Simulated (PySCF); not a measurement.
# Computed records: AlBFH5Si, AlClFH, AlFH5NSi, AlClF2 and others

All values are calculated (PySCF 2.14.0). Calculation on a computer-drawn molecule: optimised geometry and harmonic frequencies of an isolated molecule of the commonest isotopes, restricted reference for singlets and unrestricted otherwise, frozen core in MP2.

Common to all runs: multiplicity 1; basis cc-pV(D+d)Z.

```json
{"entry": 1, "formula": "AlBFH5Si", "start_structure": {"atoms_angstrom": [["F", 1.6329, -0.0885, -0.188], ["Al", 1.127, 1.4678, 0.2665], ["B", -0.8002, 1.5687, 1.0124], ["Si", -2.3717, 0.9022, 0.0624], ["H", 2.2743, 2.4957, -0.0245], ["H", -0.9239, 1.8593, 2.1066], ["H", -3.0007, -0.278, 0.6945], ["H", -3.4506, 1.8637, -0.0337], ["H", -2.1404, 0.5201, -1.4017]]}, "given": {"charge": 0, "method": "HF", "drawn_bonds_atom": [1, 2, 3, 2, 3, 4, 4, 4], "drawn_bonds_other_atom": [2, 3, 4, 5, 6, 7, 8, 9], "drawn_bonds_order": [1, 1, 1, 1, 1, 1, 1, 1]}, "results": {"optimised_atom_element": ["F", "Al", "B", "Si", "H", "H", "H", "H", "H"], "optimised_atom_x [angstrom]": [2.102, 1.237, -0.7545, -2.478, 1.978, -0.9291, -3.205, -3.339, -2.265], "optimised_atom_y [angstrom]": [-0.02523, 1.393, 1.33, 0.9185, 2.641, 1.573, -0.1935, 2.131, 0.5434], "optimised_atom_z [angstrom]": [0.2512, 0.2284, 1.005, -0.01162, -0.3836, 2.172, 0.6527, 0.01354, -1.433], "modes_frequency [cm^-1]": [26.09, 58.03, 125.9, 181.6, 423.3, 470.9, 493.4, 637.7, 666.0, 728.1, 739.5, 842.5, 953.1, 990.9, 1020, 1037, 2005, 2280, 2287, 2295, 2670], "modes_reduced_mass [dalton]": [1.134, 3.919, 3.072, 3.694, 2.956, 1.216, 1.095, 1.383, 1.517, 2.919, 1.482, 7.15, 1.436, 1.124, 1.061, 1.036, 1.043, 1.046, 1.05, 1.023, 1.09], "rotational_constants [GHz]": [11.35, 1.447, 1.382], "total_energy [hartree]": -657.9215, "convergence_status_largest_gradient_component [hartree/bohr]": 2.915e-05}}
{"entry": 2, "formula": "AlClFH", "start_structure": {"atoms_angstrom": [["F", -0.7573, -0.823, 2.1125], ["Al", -0.4546, -1.4123, 0.6431], ["Cl", -1.9274, -1.7807, -0.6299], ["H", 1.0437, -1.5159, 0.3669]]}, "given": {"charge": 0, "method": "HF", "drawn_bonds_atom": [1, 2, 2], "drawn_bonds_other_atom": [2, 3, 4], "drawn_bonds_order": [1, 1, 1]}, "results": {"optimised_atom_element": ["F", "Al", "Cl", "H"], "optimised_atom_x [angstrom]": [-0.8204, -0.4066, -1.957, 1.089], "optimised_atom_y [angstrom]": [-0.812, -1.367, -1.8, -1.553], "optimised_atom_z [angstrom]": [2.169, 0.6778, -0.6592, 0.3048], "modes_frequency [cm^-1]": [222.5, 508.8, 535.8, 693.0, 877.2, 2104], "modes_reduced_mass [dalton]": [18.49, 1.309, 11.8, 1.114, 16.98, 1.044], "rotational_constants [GHz]": [26.1, 3.657, 3.207], "total_energy [hartree]": -801.5964, "convergence_status_largest_gradient_component [hartree/bohr]": 1.789e-05}}
{"entry": 3, "formula": "AlClFH", "start_structure": {"atoms_angstrom": [["F", -0.8204, -0.812, 2.1693], ["Al", -0.4066, -1.3671, 0.6778], ["Cl", -1.9573, -1.7998, -0.6592], ["H", 1.0887, -1.553, 0.3048]]}, "given": {"charge": 0, "method": "MP2", "drawn_bonds_atom": [1, 2, 2], "drawn_bonds_other_atom": [2, 3, 4], "drawn_bonds_order": [1, 1, 1]}, "results": {"optimised_atom_element": ["F", "Al", "Cl", "H"], "optimised_atom_x [angstrom]": [-0.8184, -0.4106, -1.954, 1.087], "optimised_atom_y [angstrom]": [-0.8049, -1.368, -1.804, -1.555], "optimised_atom_z [angstrom]": [2.189, 0.6755, -0.6701, 0.2981], "modes_frequency [cm^-1]": [213.6, 490.9, 531.8, 664.1, 851.8, 2065], "modes_reduced_mass [dalton]": [18.58, 1.312, 10.27, 1.132, 16.27, 1.045], "rotational_constants [GHz]": [26.11, 3.603, 3.166], "total_energy [hartree]": -801.9831, "convergence_status_largest_gradient_component [hartree/bohr]": 2.407e-05}}
{"entry": 4, "formula": "AlFH5NSi", "start_structure": {"atoms_angstrom": [["F", -2.2768, -0.9586, -0.3204], ["Al", -1.8032, -0.8744, 1.2817], ["N", -0.2288, -1.4651, 1.8395], ["Si", 1.1994, -2.3711, 1.2482], ["H", -2.7777, -0.1292, 2.2113], ["H", -0.1378, -1.2773, 2.8045], ["H", 2.3448, -1.523, 1.4701], ["H", 1.3273, -3.6388, 2.0435], ["H", 0.9332, -2.5883, -0.1507]]}, "given": {"charge": 0, "method": "HF", "drawn_bonds_atom": [1, 2, 3, 2, 3, 4, 4, 4], "drawn_bonds_other_atom": [2, 3, 4, 5, 6, 7, 8, 9], "drawn_bonds_order": [1, 1, 1, 1, 1, 1, 1, 1]}, "results": {"optimised_atom_element": ["F", "Al", "N", "Si", "H", "H", "H", "H", "H"], "optimised_atom_x [angstrom]": [-2.057, -1.762, -0.2384, 1.099, -2.825, -0.1134, 2.364, 1.302, 0.8112], "optimised_atom_y [angstrom]": [-1.132, -0.8616, -1.454, -2.314, -0.09969, -1.261, -1.553, -3.63, -2.519], "optimised_atom_z [angstrom]": [-0.3168, 1.286, 1.964, 1.261, 2.142, 2.946, 1.404, 1.914, -0.1728], "modes_frequency [cm^-1]": [67.36, 118.2, 142.1, 320.5, 472.7, 563.1, 587.0, 697.4, 785.0, 789.7, 881.2, 966.1, 1023, 1046, 1077, 1240, 2059, 2284, 2302, 2336, 3738], "modes_reduced_mass [dalton]": [1.116, 6.955, 2.873, 5.602, 1.133, 1.257, 2.692, 1.184, 1.244, 1.869, 4.242, 3.455, 1.05, 1.065, 1.094, 1.423, 1.044, 1.05, 1.035, 1.035, 1.074], "rotational_constants [GHz]": [9.948, 2.217, 1.851], "total_energy [hartree]": -687.7982, "convergence_status_largest_gradient_component [hartree/bohr]": 3.265e-05}}
{"entry": 5, "formula": "AlClF2", "start_structure": {"atoms_angstrom": [["F", -1.0016, 1.5357, 1.6391], ["Al", -0.8682, -0.1556, 1.4222], ["F", -2.3036, -0.9524, 1.3148], ["Cl", 0.8711, -1.0781, 1.1434]]}, "given": {"charge": 0, "method": "HF", "drawn_bonds_atom": [1, 2, 2], "drawn_bonds_other_atom": [2, 3, 4], "drawn_bonds_order": [1, 1, 1]}, "results": {"optimised_atom_element": ["F", "Al", "F", "Cl"], "optimised_atom_x [angstrom]": [-0.9815, -0.9126, -2.314, 0.9061], "optimised_atom_y [angstrom]": [1.495, -0.1167, -0.9533, -1.076], "optimised_atom_z [angstrom]": [1.646, 1.391, 1.329, 1.153], "modes_frequency [cm^-1]": [196.4, 245.8, 277.9, 519.3, 848.0, 967.3], "modes_reduced_mass [dalton]": [22.77, 21.21, 24.62, 25.92, 22.13, 22.44], "rotational_constants [GHz]": [6.757, 3.159, 2.153], "total_energy [hartree]": -900.5381, "convergence_status_largest_gradient_component [hartree/bohr]": 1.269e-05}}
{"entry": 6, "formula": "AlClF2", "start_structure": {"atoms_angstrom": [["F", -0.9815, 1.4955, 1.6458], ["Al", -0.9126, -0.1167, 1.3912], ["F", -2.3144, -0.9533, 1.3291], ["Cl", 0.9061, -1.076, 1.1533]]}, "given": {"charge": 0, "method": "MP2", "drawn_bonds_atom": [1, 2, 2], "drawn_bonds_other_atom": [2, 3, 4], "drawn_bonds_order": [1, 1, 1]}, "results": {"optimised_atom_element": ["F", "Al", "F", "Cl"], "optimised_atom_x [angstrom]": [-0.9749, -0.9109, -2.33, 0.9131], "optimised_atom_y [angstrom]": [1.518, -0.1176, -0.971, -1.08], "optimised_atom_z [angstrom]": [1.649, 1.391, 1.327, 1.152], "modes_frequency [cm^-1]": [190.0, 233.4, 269.2, 508.4, 818.3, 932.7], "modes_reduced_mass [dalton]": [22.8, 21.2, 24.63, 25.66, 22.34, 22.46], "rotational_constants [GHz]": [6.542, 3.133, 2.118], "total_energy [hartree]": -901.1076, "convergence_status_largest_gradient_component [hartree/bohr]": 1.057e-05}}
{"entry": 7, "formula": "AlFH3NSi", "start_structure": {"atoms_angstrom": [["F", -2.124, 1.6618, 4.4197], ["Al", -1.4117, 1.2228, 2.9024], ["N", -0.7216, 0.7288, 1.5427], ["Si", 0.2742, 1.6095, 0.3522], ["H", 1.6003, 1.9785, 0.9589], ["H", -0.3752, 2.9043, -0.159], ["H", 0.506, 0.5577, -0.6928]]}, "given": {"charge": 0, "method": "HF", "drawn_bonds_atom": [1, 2, 3, 4, 4, 4], "drawn_bonds_other_atom": [2, 3, 4, 5, 6, 7], "drawn_bonds_order": [1, 2, 1, 1, 1, 1]}, "results": {"optimised_atom_element": ["F", "Al", "N", "Si", "H", "H", "H"], "optimised_atom_x [angstrom]": [-2.36, -1.474, -0.6001, 0.3168, 1.748, -0.1737, 0.2912], "optimised_atom_y [angstrom]": [1.112, 1.291, 1.467, 1.652, 1.936, 2.774, 0.432], "optimised_atom_z [angstrom]": [4.455, 3.097, 1.758, 0.3537, 0.6507, -0.4928, -0.4982], "modes_frequency [cm^-1]": [72.42, 72.43, 209.7, 209.7, 511.8, 780.5, 780.5, 922.8, 1041, 1041, 1080, 1434, 2247, 2247, 2281], "modes_reduced_mass [dalton]": [5.47, 5.47, 19.43, 19.43, 11.07, 1.195, 1.195, 15.88, 1.048, 1.048, 1.11, 14.35, 1.049, 1.049, 1.02], "rotational_constants [GHz]": [87.95, 1.493, 1.493], "total_energy [hartree]": -686.5452, "convergence_status_largest_gradient_component [hartree/bohr]": 5.367e-06}}
{"entry": 8, "formula": "AlClH2N", "start_structure": {"atoms_angstrom": [["N", -1.8394, -1.3713, 0.344], ["Al", -2.1165, 0.2712, 0.441], ["Cl", -2.539, 2.2454, 0.724], ["H", -1.8961, -2.1401, 1.0502], ["H", -1.6265, -1.9002, -0.5379]]}, "given": {"charge": 1, "method": "HF", "drawn_bonds_atom": [1, 2, 1, 1], "drawn_bonds_other_atom": [2, 3, 4, 5], "drawn_bonds_order": [1, 1, 1, 1]}, "results": {"optimised_atom_element": ["N", "Al", "Cl", "H", "H"], "optimised_atom_x [angstrom]": [-1.853, -2.154, -2.511, -1.889, -1.611], "optimised_atom_y [angstrom]": [-1.412, 0.2534, 2.22, -2.089, -1.868], "optimised_atom_z [angstrom]": [0.3161, 0.4923, 0.7005, 1.062, -0.5498], "modes_frequency [cm^-1]": [155.9, 169.8, 496.6, 546.2, 729.0, 1027, 1640, 3729, 3810], "modes_reduced_mass [dalton]": [5.216, 9.76, 1.212, 12.12, 1.238, 8.969, 1.096, 1.052, 1.095], "rotational_constants [GHz]": [368.2, 2.977, 2.953], "total_energy [hartree]": -756.8692, "convergence_status_largest_gradient_component [hartree/bohr]": 6.903e-06}}
{"entry": 9, "formula": "AlClH2N", "start_structure": {"atoms_angstrom": [["N", -1.8525, -1.412, 0.3161], ["Al", -2.1544, 0.2534, 0.4923], ["Cl", -2.5106, 2.2198, 0.7005], ["H", -1.8887, -2.0885, 1.0622], ["H", -1.6113, -1.8676, -0.5498]]}, "given": {"charge": 1, "method": "MP2", "drawn_bonds_atom": [1, 2, 1, 1], "drawn_bonds_other_atom": [2, 3, 4, 5], "drawn_bonds_order": [1, 1, 1, 1]}, "results": {"optimised_atom_element": ["N", "Al", "Cl", "H", "H"], "optimised_atom_x [angstrom]": [-1.851, -2.156, -2.514, -1.889, -1.607], "optimised_atom_y [angstrom]": [-1.42, 0.2626, 2.24, -2.101, -1.876], "optimised_atom_z [angstrom]": [0.3152, 0.4931, 0.7028, 1.076, -0.5659], "modes_frequency [cm^-1]": [146.2, 146.7, 382.8, 533.0, 682.8, 990.0, 1513, 3560, 3656], "modes_reduced_mass [dalton]": [15.62, 5.174, 1.157, 11.88, 1.241, 9.13, 1.096, 1.051, 1.095], "rotational_constants [GHz]": [354.8, 2.935, 2.911], "total_energy [hartree]": -757.2219, "convergence_status_largest_gradient_component [hartree/bohr]": 1.1e-05}}
{"entry": 10, "formula": "AlH3N", "start_structure": {"atoms_angstrom": [["N", -0.0552, 2.9021, 0.9647], ["Al", 0.688, 2.4638, -0.5784], ["H", -0.8012, 3.5309, 1.1072], ["H", 0.2488, 2.6071, 1.8944], ["H", 1.2958, 2.0786, -1.9549]]}, "given": {"charge": 1, "method": "HF", "drawn_bonds_atom": [1, 1, 1, 2], "drawn_bonds_other_atom": [2, 3, 4, 5], "drawn_bonds_order": [1, 1, 1, 1]}, "results": {"optimised_atom_element": ["N", "Al", "H", "H", "H"], "optimised_atom_x [angstrom]": [-0.03116, 0.66, -0.812, 0.2771, 1.282], "optimised_atom_y [angstrom]": [2.908, 2.475, 3.534, 2.579, 2.086], "optimised_atom_z [angstrom]": [0.9518, -0.5486, 1.076, 1.853, -1.9], "modes_frequency [cm^-1]": [405.5, 436.9, 551.0, 714.0, 951.4, 1646, 2180, 3727, 3804], "modes_reduced_mass [dalton]": [1.086, 1.251, 1.159, 1.257, 6.328, 1.097, 1.05, 1.052, 1.094], "rotational_constants [GHz]": [371.2, 13.56, 13.09], "total_energy [hartree]": -297.8759, "convergence_status_largest_gradient_component [hartree/bohr]": 1.224e-05}}
```
